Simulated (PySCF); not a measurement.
Hf+: ionisation energy

Hf+ [Xe] 4f14 5d1 6s2 (2D) → Hf(2+) [Xe] 4f14 5d2 (3F), as a difference of total energies. All numbers are calculated (PySCF 2.14, a scalar-relativistic core potential, in aug-cc-pVTZ-PP with one added diffuse shell each of s, p, d, f, g type with ECP60MDF (7s7p6d4f3g, 113 functions)). The calculations carry no spin-orbit coupling.

```json
{"method": "LDA", "ionisation energy (eV)": "15.052"}
{"method": "CAM-B3LYP", "ionisation energy (eV)": "14.613"}
```

The reference lies between the lowest fine-structure levels, while these numbers refer to the centres of the terms.

For comparison: 14.61 ± 0.04 eV (theoretical estimate listed by NIST; NIST Atomic Spectra Database, ionization energies).
